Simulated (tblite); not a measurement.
Species: C₉H₁₃N.
Structure used (GFN2-xTB), in Å, numbered top down from 1:
```xyz
23
C9H13N angstrom
C      3.0651   -1.4182    1.6921
C      2.2008   -1.0602    0.9456
C      1.1565   -0.5967    0.0610
C      1.6284    0.4722   -0.9331
C      0.3107    1.1209   -1.3359
N     -0.4541    1.1891   -0.0978
C     -1.8920    1.0365   -0.2446
C     -2.1839   -0.4466    0.0074
C     -1.1986   -0.7606    1.1316
C      0.0150    0.1282    0.8071
H      3.8242   -1.7410    2.3400
H      0.7486   -1.4519   -0.4912
H      2.1721    0.0551   -1.7791
H      2.2643    1.1943   -0.4200
H      0.4427    2.1286   -1.7394
H     -0.1921    0.5072   -2.1005
H     -2.3810    1.6446    0.5242
H     -2.2213    1.3852   -1.2237
H     -1.9515   -1.0329   -0.8841
H     -3.2196   -0.6319    0.2836
H     -0.9265   -1.8139    1.1819
H     -1.6274   -0.4712    2.0916
H      0.4149    0.5904    1.7177
```

Computed values, GFN2-xTB/tblite, gas phase, harmonic and unscaled. This tight-binding method is rough: wavenumbers can miss measured ones by several per cent, in bad cases by 10 to 20. One conformer, not necessarily the lowest.

Harmonic wavenumbers (cm⁻¹): 48.2, 118.0, 140.8, 172.8, 243.1, 329.5, 371.0, 431.6, 458.6, 508.1, 556.3, 604.3, 655.1, 661.8, 672.2, 828.5, 843.6, 893.9, 913.5, 930.2, 975.4, 993.0, 1020.4, 1024.2, 1061.9, 1081.6, 1093.3, 1106.9, 1127.3, 1152.0, 1156.5, 1166.7, 1185.1, 1204.8, 1236.2, 1246.7, 1253.8, 1267.8, 1287.4, 1301.7, 1307.9, 1313.5, 1327.0, 1337.9, 1476.1, 1483.4, 1487.0, 1497.7, 1502.1, 2291.5, 2832.7, 2900.9, 2909.7, 2926.7, 2951.5, 2973.1, 2990.5, 2994.2, 3000.6, 3009.0, 3012.6, 3020.3, 3396.4.

A = 2492, B = 1083, C = 836.8 MHz; mass 135.105 u (most abundant isotopes); point group C1, symmetry number 1.

Problem. What is the zero-point energy?

Solution. ½Σν̃ = 43633 cm⁻¹ = 124.75 kcal/mol.

Problem. What is S at 350 K and 1 bar for an ideal gas of classical rigid rotors and harmonic oscillators?

Solution. Translation 41.44, rotation 29.82, vibration 29.03: S = 100.3 cal/(mol K).

Problem. And Cp and H(350 K) − H(0)?

Solution. Cp = 44.98 cal/(mol K), of which vibrations give 37.04 (their classical limit is 63 R = 125.2); H(350 K) − H(0) = 8.48 kcal/mol without the zero-point energy, 5.70 from vibrations.

Problem. Which modes carry the vibrational entropy at 350 K?

Solution. 48.2 cm⁻¹: 5.21; 118.0 cm⁻¹: 3.44; 140.8 cm⁻¹: 3.10; 172.8 cm⁻¹: 2.71; 243.1 cm⁻¹: 2.07; 329.5 cm⁻¹: 1.53 cal/(mol K); the other 57 give 10.97 together.

Problem. Blend soft modes into free rotors: weight 1/[1 + (100 cm⁻¹/ν̃)⁴] for the oscillator and the rest for a rotor with moment μB/(μ + B), μ = h/(8π²ν), B = 10⁻⁴⁴ kg m². What vibrational entropy results?

Solution. 27.34 cal/(mol K) in place of 29.03, which changes −T·S at 350 K by +0.59 kcal/mol.

Problem. How do the functions run with temperature in this model?

Solution. 
```csv
T (K),S (cal/(mol K)),Cp (cal/(mol K)),H − H(0) (kcal/mol),G − H(0) (kcal/mol),ln q(vib)
150,74.6,20.5,2.07,-9.12,2.12
250,87.5,31.7,4.65,-17.23,4.17
298.15,93.7,38.0,6.33,-21.59,5.23
400,106.7,51.5,10.90,-31.80,7.61
600,131.9,72.7,23.45,-55.68,12.69
900,165.5,92.9,48.55,-100.43,20.52
```

q(vib) and H(0) count from the zero-point level.

Hindered rotation and anharmonicity are outside this model. Other conformers, if any are populated, would add a mixing term that is left out. The structure is chiral; the term R ln 2 for an equal mix with its mirror image is left out.
